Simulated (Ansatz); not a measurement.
Reaction (hydrogenolysis of a B–Si bond): `CCB(C)[SiH3]` + H₂ → `CBCC` + SiH₄

Gas-phase electronic energies from Ansatz, PBE0-D4/def2-TZVP geometries. CCSD(T)/CBS adds triple-zeta CCSD(T) − MP2 to the extrapolated MP2 energy (def2 sets, frozen cores). This one scheme is used for every species. Functionals use def2-TZVPP. B3LYP here is the variant with VWN-RPA as its local correlation; programs differ in this. Each species was taken in one conformer, which may not be the lowest.

(1) Is it downhill or uphill in electronic energy at CCSD(T)/CBS, and by how much? (Estimate.)

(2) What do these levels give: PBE-D4, B3LYP-D4, B2PLYP, B3LYP, SCS-MP2/def2-TZVPP, HF/def2-QZVPP? (Best estimate.)

Largest T1 diagnostic among the species: 0.011.

## Answers

(1) Computed: Downhill: ΔE = -0.42 eV.

(2) The calculation gave: PBE-D4 -0.30, B3LYP-D4 -0.44, B2PLYP -0.53, B3LYP -0.57, SCS-MP2/def2-TZVPP -0.50, HF/def2-QZVPP -0.79 eV.

From PBE to PBE0 (25 % exact exchange), in def2-TZVPP and without D4, ΔE moves by −0.06 eV. In def2-TZVPP, CCSD(T) changes the Hartree–Fock value by +0.35 eV (the triples alone add +0.06 eV) and MP2 by +0.36 eV.
